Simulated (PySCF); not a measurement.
## MP2, SCS-MP2 and SOS-MP2 from spin components

System: C4H2BF (SMILES C#CB(F)C#C), singlet, at a GFN2-xTB geometry. Level: MP2/cc-pVDZ in PySCF. Sums are taken with unrounded values, so a last digit can differ.

Input for PySCF:
```python
from pyscf import gto, scf, mp

mol = gto.Mole()
mol.atom = '''
    B     0.32928792   -0.24658179    0.11366006
    C    -1.06064654   -0.84909034    0.01500780
    C    -2.16558263   -1.32045523   -0.06517949
    H    -3.13081133   -1.73278372   -0.13509747
    C     0.56104443    1.22320909   -0.18745508
    C     0.73777808    2.38964296   -0.42765470
    H     0.89272090    3.40874057   -0.63742247
    F     1.35067676   -1.01143186    0.46621205
'''
mol.basis = 'cc-pvdz'
mol.verbose = 4
mol.max_memory = 1800
mol.build()

mf = scf.RHF(mol)
mf.kernel()

pt = mp.MP2(mf, frozen=6)
pt.kernel()
print('E(MP2) = %.10f' % pt.e_tot)
```

It gave an SCF energy of -276.729242 Eh, a same-spin correlation energy of -0.197198 Eh and an opposite-spin one of -0.551629 Eh.

Problem. Work out the MP2, SCS-MP2 (6/5 and 1/3) and SOS-MP2 (1.3 and 0) correlation and total energies.

Solution. MP2: -0.551629 + (-0.197198) = -0.748827 Eh, total -277.478069 Eh, as the program printed. SCS-MP2: 1.2 × (-0.551629) + (-0.197198)/3 = -0.727687 Eh, total -277.456930 Eh. SOS-MP2: 1.3 × (-0.551629) = -0.717118 Eh, total -277.446360 Eh. Opposite spins carry 74 % of the MP2 correlation; same-spin pairs are already kept apart by exchange.
